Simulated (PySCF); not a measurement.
F₆Os (SMILES [F][Os]([F])([F])([F])([F])[F]), triplet, at a GFN2-xTB geometry (such geometries of metal compounds can be far from the true shape) (core potentials on Os); HF/def2-SV(P) (PySCF).

PySCF was given this input:
```python
from pyscf import gto, scf

mol = gto.M(
    atom='''
Os   -0.000000    0.000000   -0.000000
F     1.103868   -0.422732   -1.384136
F    -1.103868    0.422732    1.384136
F    -1.163739    0.775621   -1.164982
F    -0.860376   -1.591468   -0.200108
F     0.860376    1.591468    0.200108
F     1.163739   -0.775621    1.164982
''',
    basis='def2-sv(p)',
    ecp={'Os': 'def2-sv(p)'},
    charge=0,
    spin=2,
    verbose=4,
)

mf = scf.UHF(mol)
mf.kernel()
mf.analyze()
```

It wrote (shortened):

```
PySCF version 2.14.0

[INPUT] verbose = 4
[INPUT] num. atoms = 7
[INPUT] num. electrons = 70
[INPUT] charge = 0
[INPUT] spin (= nelec alpha-beta = 2S) = 2
[INPUT] symmetry False subgroup None
[INPUT] Mole.unit = angstrom
[INPUT] Symbol           X                Y                Z      unit          X                Y                Z       unit  Magmom
[INPUT]  1 Os     0.000000000000   0.000000000000   0.000000000000 AA    0.000000000000   0.000000000000   0.000000000000 Bohr   0.0
[INPUT]  2 F      1.103868000000  -0.422732000000  -1.384136000000 AA    2.086008197671  -0.798847704090  -2.615637959151 Bohr   0.0
[INPUT]  3 F     -1.103868000000   0.422732000000   1.384136000000 AA   -2.086008197671   0.798847704090   2.615637959151 Bohr   0.0
[INPUT]  4 F     -1.163739000000   0.775621000000  -1.164982000000 AA   -2.199147990475   1.465711266461  -2.201496920048 Bohr   0.0
[INPUT]  5 F     -0.860376000000  -1.591468000000  -0.200108000000 AA   -1.625875004149  -3.007438656009  -0.378149315334 Bohr   0.0
[INPUT]  6 F      0.860376000000   1.591468000000   0.200108000000 AA    1.625875004149   3.007438656009   0.378149315334 Bohr   0.0
[INPUT]  7 F      1.163739000000  -0.775621000000   1.164982000000 AA    2.199147990475  -1.465711266461   2.201496920048 Bohr   0.0

nuclear repulsion = 486.33165722232
number of shells = 47
number of NR pGTOs = 194
number of NR cGTOs = 109
basis = def2-sv(p)
ecp = {'Os': 'def2-sv(p)'}

******** <class 'pyscf.scf.uhf.UHF'> ********
method = UHF
initial guess = minao
damping factor = 0
level_shift factor = 0
DIIS = <class 'pyscf.scf.diis.CDIIS'>
diis_start_cycle = 1
diis_space = 8
diis_damp = 0
SCF conv_tol = 1e-09
SCF conv_tol_grad = None
SCF max_cycles = 50
direct_scf = True
direct_scf_tol = 1e-13
number electrons alpha = 36  beta = 34
Set gradient conv threshold to 3.16228e-05
init E= -672.857113915357

cycle= 1 E= -685.460339170836  delta_E= -12.6  |g|= 1.05  |ddm|= 6.08
cycle= 2 E= -685.391663488768  delta_E= 0.0687  |g|= 1.05  |ddm|= 1.53
cycle= 3 E= -685.789359441117  delta_E= -0.398  |g|= 0.133  |ddm|= 0.815
cycle= 4 E= -685.796820096065  delta_E= -0.00746  |g|= 0.028  |ddm|= 0.157
cycle= 5 E= -685.797585074313  delta_E= -0.000765  |g|= 0.0144  |ddm|= 0.0385
cycle= 6 E= -685.797872785324  delta_E= -0.000288  |g|= 0.00726  |ddm|= 0.0239
cycle= 7 E= -685.797988500301  delta_E= -0.000116  |g|= 0.00394  |ddm|= 0.0167
cycle= 8 E= -685.798028443705  delta_E= -3.99e-05  |g|= 0.00171  |ddm|= 0.0123
cycle= 9 E= -685.798037771418  delta_E= -9.33e-06  |g|= 0.000647  |ddm|= 0.00656
cycle= 10 E= -685.798039929026  delta_E= -2.16e-06  |g|= 0.000495  |ddm|= 0.00298
cycle= 11 E= -685.798041482039  delta_E= -1.55e-06  |g|= 0.000465  |ddm|= 0.00258
cycle= 12 E= -685.798042582701  delta_E= -1.1e-06  |g|= 0.000452  |ddm|= 0.00191
cycle= 13 E= -685.798044541848  delta_E= -1.96e-06  |g|= 0.000444  |ddm|= 0.00346
cycle= 14 E= -685.79804929548  delta_E= -4.75e-06  |g|= 0.000432  |ddm|= 0.00862
cycle= 15 E= -685.798057358782  delta_E= -8.06e-06  |g|= 0.000405  |ddm|= 0.0154
cycle= 16 E= -685.798075008475  delta_E= -1.76e-05  |g|= 0.000365  |ddm|= 0.0389
cycle= 17 E= -685.798079439972  delta_E= -4.43e-06  |g|= 0.000324  |ddm|= 0.0113
cycle= 18 E= -685.798098967932  delta_E= -1.95e-05  |g|= 0.00067  |ddm|= 0.0697
cycle= 19 E= -685.798101748382  delta_E= -2.78e-06  |g|= 0.000574  |ddm|= 0.0162
cycle= 20 E= -685.798103956272  delta_E= -2.21e-06  |g|= 0.000207  |ddm|= 0.0163
cycle= 21 E= -685.798105563382  delta_E= -1.61e-06  |g|= 0.000357  |ddm|= 0.0257
cycle= 22 E= -685.798105714888  delta_E= -1.52e-07  |g|= 0.00018  |ddm|= 0.0035
cycle= 23 E= -685.798105791265  delta_E= -7.64e-08  |g|= 6.13e-05  |ddm|= 0.00342
cycle= 24 E= -685.79810581038  delta_E= -1.91e-08  |g|= 0.000103  |ddm|= 0.00357
cycle= 25 E= -685.798105820322  delta_E= -9.94e-09  |g|= 1.69e-05  |ddm|= 0.000668
cycle= 26 E= -685.798105821865  delta_E= -1.54e-09  |g|= 1.13e-05  |ddm|= 0.000163
cycle= 27 E= -685.798105823704  delta_E= -1.84e-09  |g|= 8.89e-06  |ddm|= 0.000598
cycle= 28 E= -685.798105823912  delta_E= -2.08e-10  |g|= 8.45e-06  |ddm|= 0.000232
Extra cycle  E= -685.798105824194  delta_E= -2.82e-10  |g|= 8.26e-06  |ddm|= 2.68e-05
converged SCF energy = -685.798105824194  <S^2> = 2.0251122  2S+1 = 3.016695
**** SCF Summaries ****
Total Energy =                        -685.798105824194181
Nuclear Repulsion Energy =             486.331657222320473
One-electron Energy =                -1954.419537307395103
Two-electron Energy =                  782.289774260880563
Two-electron Coulomb Energy =          851.100737271891603
DFT Exchange-Correlation Energy =      -68.810963011011040
**** MO energy ****
                             alpha | beta                alpha | beta
MO #1   energy= -26.3954537466971  | -26.3944973852374  occ= 1 | 1
MO #2   energy= -26.3954206551365  | -26.3944639318799  occ= 1 | 1
MO #3   energy= -26.3952888024271  | -26.3943315552077  occ= 1 | 1
MO #4   energy= -26.3952879156163  | -26.3943305108145  occ= 1 | 1
MO #5   energy= -26.3635369722357  | -26.3538254660253  occ= 1 | 1
MO #6   energy= -26.3633870327947  | -26.3536776394283  occ= 1 | 1
MO #7   energy= -4.46368675088647  | -4.35436153417146  occ= 1 | 1
MO #8   energy= -2.750211661502    | -2.60144982452783  occ= 1 | 1
MO #9   energy= -2.72506132212318  | -2.60144941768679  occ= 1 | 1
MO #10  energy= -2.72506107431144  | -2.55482095448126  occ= 1 | 1
MO #11  energy= -1.67224138525372  | -1.66998109208108  occ= 1 | 1
MO #12  energy= -1.66455605995271  | -1.66102183648966  occ= 1 | 1
MO #13  energy= -1.64652187845484  | -1.62265894055154  occ= 1 | 1
MO #14  energy= -1.62446948374145  | -1.62151029289032  occ= 1 | 1
MO #15  energy= -1.62446919518062  | -1.62150953719732  occ= 1 | 1
MO #16  energy= -1.60728166842347  | -1.57882340851685  occ= 1 | 1
MO #17  energy= -0.929003020868061 | -0.887620192594793 occ= 1 | 1
MO #18  energy= -0.929002850922285 | -0.868683616202013 occ= 1 | 1
MO #19  energy= -0.904563112765347 | -0.842611618898507 occ= 1 | 1
MO #20  energy= -0.880512822392806 | -0.817837703450065 occ= 1 | 1
MO #21  energy= -0.855862226976789 | -0.815630586943851 occ= 1 | 1
MO #22  energy= -0.822322760181727 | -0.815630286864159 occ= 1 | 1
MO #23  energy= -0.781161796014545 | -0.753157155113088 occ= 1 | 1
MO #24  energy= -0.760565007049703 | -0.753156813046898 occ= 1 | 1
MO #25  energy= -0.758003245694728 | -0.748227566256871 occ= 1 | 1
MO #26  energy= -0.758002841353237 | -0.720830077307078 occ= 1 | 1
MO #27  energy= -0.725520178158238 | -0.715842451134489 occ= 1 | 1
MO #28  energy= -0.725519852003468 | -0.715842124449075 occ= 1 | 1
MO #29  energy= -0.721532366551548 | -0.704300361020984 occ= 1 | 1
MO #30  energy= -0.721531987937081 | -0.682470063888792 occ= 1 | 1
MO #31  energy= -0.697324815519911 | -0.678638719549487 occ= 1 | 1
MO #32  energy= -0.697324235991021 | -0.67863805567398  occ= 1 | 1
MO #33  energy= -0.688559766992206 | -0.674344407979164 occ= 1 | 1
MO #34  energy= -0.68016420611051  | -0.674343894111035 occ= 1 | 1
MO #35  energy= -0.635527029997806 | -0.173460819799157 occ= 1 | 0
MO #36  energy= -0.635526935996119 | -0.129933402738068 occ= 1 | 0
MO #37  energy= -0.233859046506311 | -0.129933226645354 occ= 0 | 0
MO #38  energy= -0.0130310044685125 | 0.0347984052909882 occ= 0 | 0
MO #39  energy= 0.0211001318478417 | 0.058968727486027  occ= 0 | 0
MO #40  energy= 0.127151740610405  | 0.127803143511294  occ= 0 | 0
MO #41  energy= 0.199463013899827  | 0.201532140917321  occ= 0 | 0
MO #42  energy= 0.199463105001394  | 0.201532186338011  occ= 0 | 0
MO #43  energy= 0.202300907028752  | 0.205372257334817  occ= 0 | 0
MO #44  energy= 0.390428459998343  | 0.414387852654404  occ= 0 | 0

spin_pop of  0 Os 5s        0.00099
spin_pop of  0 Os 6s        0.00729
spin_pop of  0 Os 7s        0.00259
spin_pop of  0 Os 8s        0.00006
spin_pop of  0 Os 9s        0.00015
spin_pop of  0 Os 10s        0.00052
spin_pop of  0 Os 5px       0.00714
spin_pop of  0 Os 5py       0.00749
spin_pop of  0 Os 5pz       0.00699
spin_pop of  0 Os 6px      -0.00467
spin_pop of  0 Os 6py      -0.00620
spin_pop of  0 Os 6pz      -0.00406
spin_pop of  0 Os 7px       0.00095
spin_pop of  0 Os 7py       0.00101
spin_pop of  0 Os 7pz       0.00092
spin_pop of  0 Os 5dxy      0.08611
spin_pop of  0 Os 5dyz      0.22455
spin_pop of  0 Os 5dz^2     0.57287
spin_pop of  0 Os 5dxz      0.27714
spin_pop of  0 Os 5dx2-y2    0.60612
spin_pop of  0 Os 6dxy      0.00464
spin_pop of  0 Os 6dyz      0.00305
spin_pop of  0 Os 6dz^2     0.01627
spin_pop of  0 Os 6dxz      0.02706
spin_pop of  0 Os 6dx2-y2    0.04745
spin_pop of  1 F 1s        0.00000
spin_pop of  1 F 2s        0.00029
spin_pop of  1 F 3s        0.00056
spin_pop of  1 F 2px      -0.01114
spin_pop of  1 F 2py       0.01373
spin_pop of  1 F 2pz      -0.02125
spin_pop of  1 F 3px       0.00286
spin_pop of  1 F 3py       0.00536
spin_pop of  1 F 3pz       0.00115
spin_pop of  1 F 3dxy      0.00006
spin_pop of  1 F 3dyz      0.00014
spin_pop of  1 F 3dz^2     0.00011
spin_pop of  1 F 3dxz      0.00006
spin_pop of  1 F 3dx2-y2    0.00012
spin_pop of  2 F 1s        0.00000
spin_pop of  2 F 2s        0.00029
spin_pop of  2 F 3s        0.00056
spin_pop of  2 F 2px      -0.01114
spin_pop of  2 F 2py       0.01373
spin_pop of  2 F 2pz      -0.02125
spin_pop of  2 F 3px       0.00286
spin_pop of  2 F 3py       0.00536
spin_pop of  2 F 3pz       0.00115
spin_pop of  2 F 3dxy      0.00006
spin_pop of  2 F 3dyz      0.00014
spin_pop of  2 F 3dz^2     0.00011
spin_pop of  2 F 3dxz      0.00006
spin_pop of  2 F 3dx2-y2    0.00012
spin_pop of  3 F 1s        0.00000
spin_pop of  3 F 2s        0.00030
spin_pop of  3 F 3s        0.00068
spin_pop of  3 F 2px      -0.01127
spin_pop of  3 F 2py       0.01335
spin_pop of  3 F 2pz      -0.02069
spin_pop of  3 F 3px       0.00254
spin_pop of  3 F 3py       0.00662
spin_pop of  3 F 3pz       0.00109
spin_pop of  3 F 3dxy      0.00007
spin_pop of  3 F 3dyz      0.00015
spin_pop of  3 F 3dz^2     0.00008
spin_pop of  3 F 3dxz      0.00006
spin_pop of  3 F 3dx2-y2    0.00013
spin_pop of  4 F 1s       -0.00000
spin_pop of  4 F 2s        0.00197
spin_pop of  4 F 3s        0.00029
spin_pop of  4 F 2px       0.02542
spin_pop of  4 F 2py      -0.00799
spin_pop of  4 F 2pz       0.03832
spin_pop of  4 F 3px       0.00626
spin_pop of  4 F 3py       0.00153
spin_pop of  4 F 3pz       0.00553
spin_pop of  4 F 3dxy      0.00008
spin_pop of  4 F 3dyz      0.00009
spin_pop of  4 F 3dz^2     0.00002
spin_pop of  4 F 3dxz      0.00002
spin_pop of  4 F 3dx2-y2    0.00011
spin_pop of  5 F 1s       -0.00000
spin_pop of  5 F 2s        0.00197
spin_pop of  5 F 3s        0.00029
spin_pop of  5 F 2px       0.02542
spin_pop of  5 F 2py      -0.00799
spin_pop of  5 F 2pz       0.03832
spin_pop of  5 F 3px       0.00626
spin_pop of  5 F 3py       0.00153
spin_pop of  5 F 3pz       0.00553
spin_pop of  5 F 3dxy      0.00008
spin_pop of  5 F 3dyz      0.00009
spin_pop of  5 F 3dz^2     0.00002
spin_pop of  5 F 3dxz      0.00002
spin_pop of  5 F 3dx2-y2    0.00011
spin_pop of  6 F 1s        0.00000
spin_pop of  6 F 2s        0.00030
spin_pop of  6 F 3s        0.00068
spin_pop of  6 F 2px      -0.01127
spin_pop of  6 F 2py       0.01335
spin_pop of  6 F 2pz      -0.02069
spin_pop of  6 F 3px       0.00254
spin_pop of  6 F 3py       0.00662
spin_pop of  6 F 3pz       0.00109
spin_pop of  6 F 3dxy      0.00007
spin_pop of  6 F 3dyz      0.00015
spin_pop of  6 F 3dz^2     0.00008
spin_pop of  6 F 3dxz      0.00006
spin_pop of  6 F 3dx2-y2    0.00013
In total            36.00000 | 34.00000
Dipole moment(X, Y, Z, Debye): -0.00000,  0.00000, -0.00000
```
